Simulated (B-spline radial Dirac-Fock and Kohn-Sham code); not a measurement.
Level of theory: relaxed Dirac-Fock hole states (ΔSCF) with Breit and QED corrections and a finite nucleus; a B-spline atomic structure program. Correlation and solid-state effects are left out.

Question: An atom or ion in its tabulated ground configuration has these computed binding energies (the last is its least bound level). Which is it?

```csv
level,binding energy (eV)
1s,6821.2
2s,1368.0
2p,1290.2
```

Answer: Cr¹⁷⁺: Z = 24 with 7 electrons, [He] 2s2 2p3. The hydrogen-like estimate √(E/Ry) = 22.4 for the K level lies 1.6 below Z; the outermost level, at 1290.2 eV, fixes the charge.

Question: Identify the element and charge state from the binding energies below (tabulated ground configuration; the least bound level is included).

```csv
level,binding energy (eV)
L2,2899.7
L3,2783.3
M2,552.6
M4,359.4
N1,168.8
N3,132.0
"N4,5",87.67
```

Answer: Tc⁶⁺: Z = 43 with 37 electrons, [Kr] 4d1.
